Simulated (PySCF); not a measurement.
Basis and Hamiltonian dependence of the excitation energy of Ar⁺

Ar⁺ [Ne] 3s2 3p5 (2P) → Ar⁺ [Ne] 3s2 3p4 4s1 (4P). All values are computed (PySCF 2.14, energy differences of UHF-based or UKS calculations, no spin-orbit coupling). Values in eV.

```json
{"basis": "aug-cc-pVDZ-DK", "Hamiltonian": "spin-free X2C", "functions": "27", "UHF": "16.008", "r2SCAN": "16.942", "PBE0": "16.671", "MP2 (valence)": "16.325", "CCSD(T) (valence)": "16.248"}
{"basis": "aug-cc-pV(D+d)Z", "Hamiltonian": "non-relativistic", "functions": "32", "UHF": "16.056", "r2SCAN": "16.989", "PBE0": "16.721", "MP2 (valence)": "16.383", "CCSD(T) (valence)": "16.298"}
{"basis": "dyall-av2z", "Hamiltonian": "non-relativistic", "functions": "50", "UHF": "16.086", "r2SCAN": "16.987", "PBE0": "16.735", "MP2 (valence)": "16.426", "CCSD(T) (valence)": "16.345"}
{"basis": "x2c-TZVPPall with one added diffuse shell each of s, p, d type", "Hamiltonian": "spin-free X2C", "functions": "51", "UHF": "16.058", "r2SCAN": "16.976", "PBE0": "16.714", "MP2 (valence)": "16.575", "CCSD(T) (valence)": "16.541"}
{"basis": "aug-cc-pwCVTZ", "Hamiltonian": "non-relativistic", "functions": "75", "UHF": "15.996", "r2SCAN": "16.959", "PBE0": "16.685", "MP2 (valence)": "16.553", "CCSD(T) (valence)": "16.520"}
{"basis": "aug-cc-pVQZ-DK", "Hamiltonian": "spin-free X2C", "functions": "84", "UHF": "15.898", "r2SCAN": "16.881", "PBE0": "16.594", "MP2 (valence)": "16.571", "CCSD(T) (valence)": "16.559"}
{"basis": "dyall-av3z", "Hamiltonian": "spin-free X2C", "functions": "84", "UHF": "15.898", "r2SCAN": "16.887", "PBE0": "16.594", "MP2 (valence)": "16.468", "CCSD(T) (valence)": "16.436"}
{"basis": "dyall-av3z", "Hamiltonian": "non-relativistic", "functions": "84", "UHF": "15.946", "r2SCAN": "16.931", "PBE0": "16.643", "MP2 (valence)": "16.514", "CCSD(T) (valence)": "16.481"}
{"basis": "aug-cc-pV(Q+d)Z", "Hamiltonian": "non-relativistic", "functions": "89", "UHF": "15.945", "r2SCAN": "16.911", "PBE0": "16.639", "MP2 (valence)": "16.620", "CCSD(T) (valence)": "16.607"}
{"basis": "dyall-acv3z", "Hamiltonian": "spin-free X2C", "functions": "113", "UHF": "15.897", "r2SCAN": "16.881", "PBE0": "16.593", "MP2 (valence)": "16.480", "CCSD(T) (valence)": "16.446"}
{"basis": "aug-cc-pCVQZ-DK", "Hamiltonian": "spin-free X2C", "functions": "134", "UHF": "15.894", "r2SCAN": "16.860", "PBE0": "16.588", "MP2 (valence)": "16.577", "CCSD(T) (valence)": "n/a"}
```

Frozen in the all-electron rows: valence: [Ne].

Reference for a calculation without spin-orbit coupling: 16.648 eV (measured, between term centres; NIST).
